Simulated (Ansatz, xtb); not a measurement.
C6H4BrF: which of two isomers lies lower

Structure X is `Fc1ccccc1Br`, a singlet and structure Y is `Fc1ccc(Br)cc1`, a singlet. Both are isolated molecules in the gas phase, relaxed with B3LYP/def2-SVP.

Quicker runs give these differences E(Y) − E(X): GFN2-xTB −2.93 kcal/mol; HF/STO-3G −0.30 kcal/mol (at GFN2-xTB geometries); r2SCAN-D4/def2-SVP −1.09 kcal/mol (at GFN2-xTB geometries).

Task: Estimate E(Y) − E(X) at the level CCSD(T)/def2-SVP + ΔMP2/def2-TZVPP.

Result: Calculated at CCSD(T)/def2-SVP + ΔMP2/def2-TZVPP: E(Y) − E(X) = −1.44 kcal/mol, so structure Y lies lower.

How the difference moves with the method:

```tsv
level	geometry	E(Y) − E(X) (kcal/mol)	departure from the last row (kcal/mol)	job, with rough time for the two
GFN2-xTB	GFN2-xTB	−2.93	−1.49	optimisation, 0.14 s
HF/STO-3G	GFN2-xTB	−0.30	+1.14	single point, 0.95 s
r2SCAN-D4/def2-SVP	GFN2-xTB	−1.09	+0.35	single point, 11 s
B3LYP/def2-SVP	B3LYP/def2-SVP	−1.28	+0.16	optimisation, 55 s
HF/def2-SVP	B3LYP/def2-SVP	−1.68	−0.24	part of the CCSD(T) run
MP2/def2-SVP	B3LYP/def2-SVP	−1.23	+0.21	part of the CCSD(T) run
CCSD(T)/def2-SVP	B3LYP/def2-SVP	−1.19	+0.25	single point
CCSD(T)/def2-SVP + ΔMP2/def2-TZVPP	B3LYP/def2-SVP	−1.44		single point, 5.1 min
```

As drawn, both hold the same kinds of bond in the same numbers.

HF/STO-3G finds them nearly level. The largest departure from CCSD(T)/def2-SVP + ΔMP2/def2-TZVPP is that of GFN2-xTB, 1.49 kcal/mol. The last row adds to CCSD(T) the change of the MP2 difference between the two basis sets, here −0.25 kcal/mol.

With thermal terms from frequencies at re-optimised GFN2-xTB minima (ideal gas, soft modes damped towards free rotors, one conformer each, 298.15 K, 1 atm): the zero-point term adds −0.02 kcal/mol; ΔH is −1.48 and ΔG −1.03 kcal/mol.

The correlated steps freeze 16 core orbitals; the filled d shell of Br is correlated, in a basis made for valence electrons. Programs: Ansatz 0.2.0, xtb 6.7.1; the last row on 2 threads of Arm Neoverse V1 on a shared host.
